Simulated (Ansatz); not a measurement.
Species: C3H2O3, charge 0, singlet. C3H2O3 (SMILES O=c1occo1).
B3LYP-D3(BJ)/def2-TZVP minimum from Ansatz (a program for electronic structure):
```xyz
8

O      1.9459    -0.0062     0.3247
C      0.7774    -0.0025     0.1297
O      0.0317     1.0642    -0.2984
C     -1.2802     0.6419    -0.3957
C     -1.3433    -0.6335    -0.0422
O     -0.0735    -1.0641     0.2915
H     -2.0112     1.3573    -0.7212
H     -2.1448    -1.3441     0.0276
```

Total energies in hartree (Ansatz). Radicals and triplets start from unrestricted determinants; spin-orbit coupling is neglected. Correlated methods leave the cores frozen. No relativity. For partners of very few electrons the exact lower level stands in for a higher one.

| species | HF/cc-pVTZ | CCSD(T)/cc-pVTZ | HF/cc-pVQZ | CCSD(T)/cc-pVQZ | CCSD(T)/cc-pVDZ | CCSDT(Q)/cc-pVDZ |
|---|---|---|---|---|---|---|
| 1: C3H2O3 (SMILES O=c1occo1) | -339.46388 | -340.67181 | -339.48862 | -340.77516 | -340.33496 | -340.33879 |
| 2: O (triplet) | -74.81176 | -74.97396 | -74.81729 | -74.99357 | -74.90995 | -74.91013 |
| 3: C (triplet) | -37.69157 | -37.78076 | -37.69331 | -37.78654 | -37.76038 | -37.76071 |
| 4: H (doublet) | -0.49981 | -0.49981 | -0.49995 | -0.49995 | -0.49928 | -0.49928 |

Question: Work out the atomisation energy (electronic, to ground-state atoms) in kcal/mol: take Hartree-Fock from cc-pVQZ, extrapolate the CCSD(T) correlation energy as X^-3 (X = 3, 4), and add CCSDT(Q) - CCSD(T) in cc-pVDZ. 1 hartree = 627.51 kcal/mol.

Answer: 
Species 1: correlation (64·(-1.28654) - 27·(-1.20793))/37 = -1.34390; step -0.00383; E1 = -339.48862 + (-1.34390) + (-0.00383) = -340.83635
Species 2: correlation (64·(-0.17628) - 27·(-0.16220))/37 = -0.18655; step -0.00018; E2 = -74.81729 + (-0.18655) + (-0.00018) = -75.00402
Species 3: correlation (64·(-0.09323) - 27·(-0.08919))/37 = -0.09618; step -0.00033; E3 = -37.69331 + (-0.09618) + (-0.00033) = -37.78982
Species 4: correlation (64·(0.00000) - 27·(0.00000))/37 = 0.00000; step +0.00000; E4 = -0.49995 + (0.00000) + (+0.00000) = -0.49995
-1·E1 +3·E2 +3·E3 +2·E4 = 1.45493 hartree = 913.0 kcal/mol.
